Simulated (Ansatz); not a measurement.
CH4BClO (`OCBCl`). Total charge 0; spin multiplicity 1.

Z-matrix (Å, degrees):
```
C
B 1 1.549
O 1 1.404 2 119.2
H 1 1.105 2 106.4 3 -124.9
H 1 1.104 2 106.6 3 125.0
Cl 2 1.749 1 120.1 3 0.4
H 2 1.191 1 122.1 3 -179.7
H 3 0.962 1 108.3 2 -0.7
```

(1) List the harmonic frequencies (cm⁻¹, unscaled) at PBE0-D4/def2-TZVP in Ansatz. (An estimate is asked.)

(2) Is this a minimum?

(3) Give the ideal-gas thermochemistry at 298.15 K and 1 bar (rigid rotor, harmonic oscillator; point group Cs, symmetry number 1).

Answers

(1) Computed: 134, 187, 239, 541, 553, 758, 877, 893, 1108, 1178, 1238, 1270, 1388, 1443, 2668, 2967, 2980, 3818.

(2) Yes, all 18 modes are real.

(3) Zero-point energy 145.0 kJ/mol; H(298) − E = 161.3 kJ/mol; entropy 305.8 J/(mol·K), of which translation 163.2, rotation 105.7, vibration 36.9; G(298) − E = 70.1 kJ/mol.
